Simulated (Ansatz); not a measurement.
Single points on [B(OH)4]- (BO4H4⁻).

```yaml
crystal:
  periodic: [false, false, false]
  atoms:
    - {symbol: B, position_ang: [0.001386, 0.000204, -0.001533]}
    - {symbol: O, position_ang: [0.011375, 0.046087, 1.481167]}
    - {symbol: H, position_ang: [-0.869208, 0.329293, 1.746535]}
    - {symbol: O, position_ang: [1.417098, -0.018850, -0.443262]}
    - {symbol: H, position_ang: [1.886309, 0.592052, 0.133532]}
    - {symbol: O, position_ang: [-0.774645, 1.175530, -0.466184]}
    - {symbol: H, position_ang: [-1.010750, 0.996564, -1.381729]}
    - {symbol: O, position_ang: [-0.648960, -1.202046, -0.576949]}
    - {symbol: H, position_ang: [-0.012594, -1.918844, -0.491568]}
basis:
  gaussian: {orbitals: def2-SVPD, initial_orbitals: start.molden}
total_charge: -1
hamiltonian: {xc: pbe, dispersion: d4}
scf: {omitted_lower_state_checks: [starts]}
output: {orbitals: {seedname: orbitals}}
```

The file start.molden holds the orbitals of an earlier run on this structure, at another level or in another basis.

```sh
$ ansatz run in.yaml --threads 2 --pin off --events-out ev --progress --plain --max-ram 4352MiB
```

It prints (some lines left out):

```
Functional definition: PBE
1155 factors; their error is unknown
mean field evaluation 1: about -8919.7991 eV, gradient 9.0e0 eV
mean field evaluation 2: about -8919.9966 eV, gradient 1.2e-1 eV
mean field evaluation 4: about -8919.9499 eV, gradient 1.5e-4 eV
mean field -8919.94994835 eV, -327.8021144427 hartree, gradient 1.6e-5 eV, S^2 0.000000; 0 other end points of the search recorded, 0 dependent functions left out
reference -8919.94999397 eV, -327.8021161190 hartree; 21, 21 occupied and 123, 123 virtual orbitals, 1155 factors
Total energy: -8920.10552398 eV, -327.8078317414 hartree
Checks for a lower state left out: starts
```

Hardware: 2 threads of Arm Neoverse V2 on a shared host. Wall time 1.5 s.

The first input with `gaussian: {orbitals: STO-3G}`, `hamiltonian: {xc: hf}` (abridged; 0.1 s):

```
Functional definition: HF
mean field -8764.11090113 eV, -322.0751350887 hartree, gradient 7.6e-6 eV, S^2 0.000000
Total energy: -8764.11090113 eV, -322.0751350887 hartree
Checks for a lower state left out: starts
```

As the first input, with `gaussian: {orbitals: def2-TZVPD, initial_orbitals: start.molden}`, `hamiltonian: {xc: {name: LC-wPBE}}` (abridged; 3.2 s):

```
Functional definition: LC-wPBE
mean field -8934.24685926 eV, -328.3275162278 hartree, gradient 2.7e-5 eV, S^2 0.000000
Total energy: -8934.24685927 eV, -328.3275162281 hartree
Checks for a lower state left out: starts
```

First input, but with `gaussian: {orbitals: def2-TZVPD, initial_orbitals: start.molden}` (abridged; 2.4 s):

```
Functional definition: PBE
mean field -8929.64893484 eV, -328.1585456219 hartree, gradient 1.6e-5 eV, S^2 0.000000
Total energy: -8929.80451874 eV, -328.1642632249 hartree
Checks for a lower state left out: starts
```

As the first input, with `gaussian: {orbitals: def2-TZVPD, initial_orbitals: start.molden}`, `hamiltonian: {xc: {name: wB97X-V}}` (abridged; 9 s):

```
Functional definition: wB97X-V
mean field -8936.39609752 eV, -328.4064992769 hartree, gradient 7.7e-6 eV, S^2 0.000000
Total energy: -8936.39609476 eV, -328.4064991756 hartree
Checks for a lower state left out: starts
```

The first input with `gaussian: {orbitals: def2-TZVPD, initial_orbitals: start.molden}`, `hamiltonian: {xc: {name: r2SCAN0}, dispersion: d4}` (abridged; 5.5 s):

```
Functional definition: r2SCAN0
mean field -8933.64493760 eV, -328.3053960146 hartree, gradient 1.1e-5 eV, S^2 0.000000
Total energy: -8933.68787487 eV, -328.3069739304 hartree
Checks for a lower state left out: starts
```

First input, but with `hamiltonian: {xc: pbe0, dispersion: d4}` (abridged; 1.9 s):

```
Functional definition: PBE0
mean field -8919.93709645 eV, -327.8016421440 hartree, gradient 9.5e-6 eV, S^2 0.000000
Total energy: -8920.06536157 eV, -327.8063558004 hartree
Checks for a lower state left out: starts
```

Geometry: r2SCAN-D4/def2-SVPD.

LC-ωPBE has ω = 0.4 bohr⁻¹.
